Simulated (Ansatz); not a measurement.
Ga12As12H32⁺, a nanocrystal cut from zinc blende GaAs (hydrogen-capped). The state is a doublet with charge 1. Geometry PBE-D4/def2-SVP, that of the neutral singlet; atoms count from 1.

```xyz
56

Ga    2.018   -3.798   -2.307
Ga   -1.470   -3.786    3.354
Ga    0.399    0.561    4.464
Ga    3.884   -0.001   -2.024
Ga    2.915    2.409    1.613
Ga    1.437   -1.293    0.915
Ga   -1.715   -2.012   -1.717
Ga   -2.115    0.294    1.482
Ga    0.260    1.644   -1.345
Ga    0.722   -0.569   -4.791
Ga   -0.987    4.023    1.801
Ga   -4.110    2.812   -1.719
As    0.608   -3.392    1.977
As    3.013   -1.975   -0.833
As    0.146   -2.471   -3.284
As    2.125    0.306    2.643
As   -2.872   -1.846    2.523
As   -1.250    1.884    3.100
As    4.462    1.635   -0.200
As    1.850    0.924   -3.065
As    0.945    3.249    0.379
As   -0.517   -0.378   -0.223
As   -4.077    1.165    0.207
As   -1.750    2.493   -2.552
H     3.124   -4.130   -3.384
H     1.443   -4.866   -1.283
H    -2.157   -5.094    2.810
H    -1.099   -3.446    4.842
H     1.002    1.441    5.620
H    -0.252   -0.869    4.655
H     5.133   -0.220   -2.959
H     3.614    3.436    2.582
H    -2.037   -3.240   -0.759
H    -2.879   -1.149   -2.373
H     1.852   -0.962   -5.823
H    -0.597    0.216   -5.194
H    -0.498    5.189    2.738
H    -2.241    4.097    0.838
H    -4.172    4.240   -1.066
H    -5.080    2.207   -2.801
H     1.784   -3.980    2.752
H     0.628   -4.375    0.811
H     4.218   -2.522   -0.066
H    -0.447   -3.473   -4.278
H     3.384   -0.292    3.273
H    -3.854   -1.464    3.628
H    -3.897   -2.401    1.539
H    -2.465    2.094    4.006
H     5.746    1.160    0.477
H     5.055    2.884   -0.849
H     2.314    2.225   -3.722
H     1.478    4.463   -0.385
H    -4.822   -0.088   -0.241
H    -5.094    1.632    1.246
H    -1.774    1.614   -3.798
H    -1.330    3.792   -3.235
```

Single mean-field runs in def2-SVP are fitted with def2-universal-jkfit.

Problem. Estimate the Mulliken populations of the heavy atoms from the PBE0/def2-SVP orbitals of Ansatz.

Solution. 
```
atom  charge (e)  spin (α − β)
 Ga1        0.24          0.00
 Ga2        0.22          0.00
 Ga3        0.24          0.00
 Ga4        0.34         -0.01
 Ga5        0.34         -0.01
 Ga6        0.28         -0.02
 Ga7        0.20          0.06
 Ga8        0.27          0.05
 Ga9        0.28         -0.02
Ga10        0.24          0.00
Ga11        0.24          0.00
Ga12        0.22          0.00
As13       -0.09          0.00
As14       -0.26          0.07
As15       -0.28          0.15
As16       -0.28          0.06
As17       -0.07          0.00
As18       -0.26          0.06
As19       -0.13          0.04
As20       -0.26          0.07
As21       -0.28          0.06
As22       -0.49          0.21
As23       -0.07          0.00
As24       -0.09          0.00
```
Mulliken values depend strongly on the basis.

Problem. Where does the spin sit?

Solution. Summed by element: Ga 0.06, As 0.71, H 0.24, of 1 unpaired in all. Largest on single atoms: As22 0.21, As15 0.15, As14 0.07.

Problem. And the Mayer bond orders between heavy atoms (over 0.3)?

Solution. Ga1–As14 0.58 (2.55 Å); Ga1–As15 0.71 (2.49 Å); Ga2–As13 0.62 (2.52 Å); Ga2–As17 0.61 (2.53 Å); Ga3–As16 0.61 (2.52 Å); Ga3–As18 0.64 (2.52 Å); Ga4–As14 0.79 (2.46 Å); Ga4–As19 0.68 (2.52 Å); Ga4–As20 0.79 (2.46 Å); Ga5–As16 0.78 (2.47 Å); Ga5–As19 0.70 (2.51 Å); Ga5–As21 0.78 (2.47 Å); Ga6–As13 0.82 (2.49 Å); Ga6–As14 0.84 (2.45 Å); Ga6–As16 0.83 (2.45 Å); Ga6–As22 0.81 (2.44 Å); Ga7–As15 0.67 (2.48 Å); Ga7–As22 0.56 (2.52 Å); Ga8–As17 0.82 (2.50 Å); Ga8–As18 0.90 (2.43 Å); Ga8–As22 0.74 (2.43 Å); Ga8–As23 0.82 (2.50 Å); Ga9–As20 0.84 (2.45 Å); Ga9–As21 0.83 (2.45 Å); Ga9–As22 0.81 (2.44 Å); Ga9–As24 0.82 (2.49 Å); Ga10–As15 0.71 (2.49 Å); Ga10–As20 0.58 (2.55 Å); Ga11–As18 0.64 (2.52 Å); Ga11–As21 0.61 (2.52 Å); Ga12–As23 0.61 (2.53 Å); Ga12–As24 0.62 (2.52 Å).
